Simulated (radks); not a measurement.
Results of a calculation; reference values are marked as such.
Polarisability of the antimony ion Sb6+, [Kr] 4d9, at imaginary frequency. Level of theory: scalar-relativistic Kohn-Sham, LDA (Slater exchange, Perdew-Wang correlation), spin-polarised, spherical densities, finite nucleus; open shells are filled with parallel spins first (spin-orbit coupling, left out, can overturn this in heavy ions); Fermi nuclear charge, rms radius 4.6802 fm (a radial shooting solver on a logarithmic mesh with Libxc functionals). Response by self-consistent Sternheimer equations with the Hartree and adiabatic LDA kernel, the relativistic mass of each level held fixed and spin-orbit coupling left out.

w (hartree),alpha1(iw) (bohr^3)
0.00266,1.428
0.0143,1.428
0.0360,1.427
0.0697,1.427
0.118,1.425
0.186,1.420
0.280,1.411
0.413,1.393
0.605,1.356
0.892,1.283
1.35,1.144
2.12,0.9045
3.59,0.5672
6.94,0.2410
17.5,0.05906

Static values: alpha1 = 1.428 bohr^3 (0.2116 angstrom^3; uncoupled 2.109). C6 = 4.431, triple-dipole C9 = 4.583 atomic units. One-pole (London) frequency 4 C6 / (3 alpha1^2) = 2.898 hartree, against 4.037 for minus the highest occupied eigenvalue.
